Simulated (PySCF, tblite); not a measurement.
Calculations on `C[N](C)[GeH2][Br]`, in the order of a workflow; each names the level of the geometry that it ran on. Settings lines and outputs come from a driver script.

Compound: C2H8BrGeN.
SMILES with atom numbers: `[CH3:1][N:2]([CH3:3])[GeH2:4][Br:5]` (hydrogens: H6, H7, H8 on C1; H9, H10, H11 on C3; H12, H13 on Ge4)

Step 1: GFN2-xTB geometry optimisation, gas phase (tblite 0.8.0) (from a force-field or distance-geometry start)
```json
{"job": {"kind": "relax", "xc": "GFN2-xTB", "basis": "xTB"}, "charge": 0, "multiplicity": 1}
```
```
step      E/eV     max force
  0    -471.40299    2.213
  1    -471.54316    0.698
  2    -471.59301    0.454
...
101    -471.95303    0.018
102    -471.95307    0.016
103    -471.95311    0.017
104    -471.95315    0.014
105    -471.95317    0.005
```

Energy lowered by 12.7 kcal/mol over 105 steps; largest atomic force 0.005 eV/Å at the end. «max force» is the largest atomic force in eV/Å.

The run took 1.0 s of wall time on one thread of an Arm Neoverse N1, shared host with 64 logical CPUs at a one-minute load of 62.

Step 2: GFN2-xTB harmonic vibrations, gas phase (tblite 0.8.0) (on the GFN2-xTB geometry)
```json
{"job": {"kind": "ir", "xc": "GFN2-xTB", "basis": "xTB"}, "charge": 0, "multiplicity": 1}
```
```
(table of modes left out)
```

33 modes from 48 to 2984 cm⁻¹ (unscaled, harmonic); zero-point energy 59.7 kcal/mol; all wavenumbers are real at this level.

The run took 0.58 s on one thread of an Arm Neoverse N1, no GPU (shared host).

Step 3: TDDFT CAM-B3LYP/def2-SVPD, vertical, gas phase, core orbitals frozen in the response (PySCF 2.14.0, density-fitted response routines) (on the GFN2-xTB geometry)
```json
{"job": {"kind": "uv", "xc": "CAM-B3LYP", "basis": "def2-SVPD", "nstates": 8, "ntriplets": 3}, "charge": 0, "multiplicity": 1}
```
```
...
Static polarisability (au): isotropic 85.487, principal 77.590 79.095 99.775
Singlet excitations
state   eV       nm        f      main configurations
  1   5.8927    210.4   0.10281   H->L 0.93
  2   5.9992    206.7   0.03940   H->L+1 0.73, H->L+2 0.20
  3   6.5660    188.8   0.02296   H-1->L 0.87
  4   6.6598    186.2   0.02011   H->L+2 0.48, H->L+3 0.19, H->L+1 0.16
  5   6.7375    184.0   0.01785   H-2->L 0.86
  6   7.1220    174.1   0.01976   H->L+3 0.63, H->L+5 0.22
  7   7.2347    171.4   0.00028   H->L+6 0.52, H->L+4 0.43
  8   7.4673    166.0   0.00050   H->L+4 0.46, H->L+6 0.27, H->L+8 0.21
Triplet excitations (Tamm-Dancoff, eV): 5.1700 5.8541 6.1098
```

HOMO -8.03 eV, LUMO 0.62 eV; lowest singlet 5.89 eV; lowest triplet 5.17 eV (Tamm–Dancoff); mean polarisability 85.5 au.

The run took 85 s on an Arm Neoverse N1 with one thread, shared host with 64 logical CPUs at a one-minute load of 62, and the process peaked at 0.94 GiB of memory.

Geometry of the electronic-property runs (GFN2-xTB):
```
atom  x, y, z in Å
C1    -0.9722   -0.9870   -0.5714
N2    -0.2026   -0.0921    0.2653
C3    -0.7788    1.2330    0.3403
Ge4    1.5863   -0.3147    0.4297
Br5    2.8080    0.3351   -1.4086
H6    -1.9839   -1.0844   -0.1697
H7    -1.0452   -0.6304   -1.6063
H8    -0.5033   -1.9719   -0.5749
H9    -1.7911    1.1693    0.7472
H10   -0.1749    1.8534    1.0043
H11   -0.8326    1.7197   -0.6415
H12    1.8413   -1.7884    0.6012
H13    2.0446    0.5589    1.5668
```

 (This holds for the electronic-property runs.)

One conformer stands for the species.
